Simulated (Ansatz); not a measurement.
Cost and result for the atomization energy of C2H6BClS, SMILES `CCSBCl` (11 atoms, 10 bonds).

```
atom    x (Å)    y (Å)    z (Å)
  C1  -0.9181   1.1586  -0.1918
  C2   0.5087   0.7874   0.1547
  S3   0.6133  -0.6253   1.2933
  B4   0.5361  -2.0693   0.2836
 Cl5   0.4218  -2.0517  -1.4655
  H6  -0.9293   2.0419  -0.8361
  H7  -1.4970   1.3843   0.7057
  H8  -1.4146   0.3448  -0.7223
  H9   1.0151   1.6039   0.6727
 H10   1.0878   0.5447  -0.7365
 H11   0.5763  -3.1191   0.8423
```

Charge 0, multiplicity 1. The geometry is a stationary point of PBE0-D4/def2-TZVP. It is one conformer, not always the lowest. Program: Ansatz. All runs use 4 threads of an Arm Neoverse V2 on a shared host. Times are those of one run each, without the atoms' runs, and a repeat can differ threefold. Electronic energies, without spin–orbit coupling; frozen cores. CCSD(T)/CBS adds CCSD(T) − MP2 in def2-TZVPP to the MP2 limit, and its time is that of the two runs behind it. T1 = 0.012. B3LYP takes the VWN-RPA correlation (the form of Gaussian; ORCA's B3LYP/G).

CCSD(T)/CBS is a level of theory with its own doubt, some kJ/mol a heavy atom from the limit and from the frozen cores, so smaller differences don't rank the functionals.

```csv
level,functions,wall time
LDA (SPW92)/def2-TZVPP,261,1.2 s
PBE-D4/def2-TZVPP (with forces),261,2.5 s
PBE0-D4/def2-TZVPP,261,3.2 s
BHLYP-D4/def2-TZVPP,261,3.2 s
CAM-B3LYP-D4/def2-TZVPP,261,3.4 s
CCSD(T)/def2-SVP,108,4.4 s
r2SCAN-D4/def2-TZVPP (with forces),261,5 s
B3LYP-D4/def2-TZVPP (with forces),261,5 s
r2SCANh-D4/def2-TZVPP,261,5.5 s
PBE-QIDH/def2-TZVPP,261,6 s
MP2/def2-QZVPP,491,23 s
CCSD(T)/def2-TZVPP,261,2.5 min
CCSD(T)/CBS(def2),–,2.9 min
```

What atomization energy does each give, and how far from CCSD(T)/CBS? (Best estimate.)

The calculation gave: 
```csv
level,atomization (kJ/mol),difference from CCSD(T)/CBS,per bond
LDA (SPW92)/def2-TZVPP,4669.4,581.4,58.1
PBE-D4/def2-TZVPP (with forces),4187.6,99.6,10.0
PBE0-D4/def2-TZVPP,4136.4,48.4,4.8
BHLYP-D4/def2-TZVPP,4003.5,-84.5,-8.5
CAM-B3LYP-D4/def2-TZVPP,4101.8,13.8,1.4
CCSD(T)/def2-SVP,3912.4,-175.6,-17.6
r2SCAN-D4/def2-TZVPP (with forces),4130.5,42.5,4.3
B3LYP-D4/def2-TZVPP (with forces),4094.3,6.3,0.6
r2SCANh-D4/def2-TZVPP,4111.8,23.8,2.4
PBE-QIDH/def2-TZVPP,4103.9,15.9,1.6
MP2/def2-QZVPP,4117.8,29.8,3.0
CCSD(T)/def2-TZVPP,3993.3,-94.7,-9.5
CCSD(T)/CBS(def2),4088.0,0.0,0.0
```

In def2-TZVPP, CCSD(T) changes the Hartree–Fock value by +898.9 kJ/mol (the triples alone add +61.2 kJ/mol) and MP2 by +968.5 kJ/mol; breaking electron pairs costs correlation energy, which Hartree–Fock lacks. From r2SCAN to r2SCAN0 (25 % exact exchange), in def2-TZVPP and without D4, the atomization energy moves by −46.2 kJ/mol: exact exchange takes away binding that semilocal exchange gives to molecules. Leaving LDA and LC-ωPBE aside and taking each functional with its dispersion term where it has one, the values spread over 184.2 kJ/mol, from BHLYP-D4 to PBE-D4. LDA lies +508.0 kJ/mol from PBE without D4, its usual overbinding.
